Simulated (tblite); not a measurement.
Compound: 6,8-dibromoimidazo[1,2-a]pyrazine, C₆H₃Br₂N₃.
Atom-mapped SMILES: `[Br:1][c:2]1[cH:3][n:4]2[cH:5][cH:6][n:7][c:8]2[c:9]([Br:10])[n:11]1` (hydrogens: H12 on C3; H13 on C5; H14 on C6)

Computed with GFN2-xTB (tblite): harmonic, unscaled wavenumbers at the GFN2-xTB geometry, gas phase. Against measured fundamentals such values can be off by several per cent, at times by over 20.

Harmonic wavenumbers (cm⁻¹): 94.6, 110.4, 121.8, 173.6, 211.8, 260.7, 316.4, 318.6, 457.3, 499.4, 578.1, 601.9, 610.1, 699.0, 713.4, 757.6, 791.1, 837.5, 854.3, 894.9, 955.1, 1061.3, 1094.9, 1119.1, 1221.2, 1267.2, 1272.2, 1343.4, 1410.4, 1456.8, 1465.5, 1510.4, 1583.5, 3111.3, 3178.8, 3193.2.

A = 798.9, B = 370.1, C = 252.9 MHz; mass 274.869 u (most abundant isotopes); point group Cs, symmetry number 1.

**Question.** Zero-point energy?

**Answer.** Half the sum of the wavenumbers: 18073 cm⁻¹ = 216.20 kJ/mol.

**Question.** What is S at 298.15 K and 1 bar for an ideal gas of classical rigid rotors and harmonic oscillators?

**Answer.** Translation 178.90, rotation 136.94, vibration 98.17: S = 414.0 J/(mol K).

**Question.** And Cp and H(298.15 K) − H(0)?

**Answer.** Cp = 147.43 J/(mol K), of which vibrations give 114.17 (their classical limit is 36 R = 299.3); H(298.15 K) − H(0) = 26.50 kJ/mol without the zero-point energy, 16.58 from vibrations.

**Question.** Blend soft modes into free rotors: weight 1/[1 + (100 cm⁻¹/ν̃)⁴] for the oscillator and the rest for a rotor with moment μB/(μ + B), μ = h/(8π²ν), B = 10⁻⁴⁴ kg m². What vibrational entropy results?

**Answer.** 95.32 J/(mol K) in place of 98.17, which changes −T·S at 298.15 K by +0.85 kJ/mol.

**Question.** Which modes carry the vibrational entropy at 298.15 K?

**Answer.** 94.6 cm⁻¹: 14.91; 110.4 cm⁻¹: 13.65; 121.8 cm⁻¹: 12.85; 173.6 cm⁻¹: 10.03; 211.8 cm⁻¹: 8.49; 260.7 cm⁻¹: 6.93 J/(mol K); the other 30 give 31.33 together.

**Question.** How do the functions run with temperature in this model?

**Answer.** 
```csv
T (K),S (J/(mol K)),Cp (J/(mol K)),H − H(0) (kJ/mol),G − H(0) (kJ/mol),ln q(vib)
150,334.5,90.2,8.87,-41.31,1.88
250,389.7,129.2,19.83,-77.59,4.04
400,462.3,182.0,43.33,-141.61,7.42
600,546.1,230.4,84.98,-242.69,11.86
900,647.9,269.8,160.70,-422.42,18.04
```

q(vib) and H(0) count from the zero-point level.

**Question.** What must be added to the electronic energy to get the Gibbs energy at 298.15 K and 1 bar?

**Answer.** ZPE + [H(298.15 K) − H(0)] − T·S = 216.20 + 26.50 − 123.44 = 119.26 kJ/mol.

Hindered rotation and anharmonicity are outside this model.
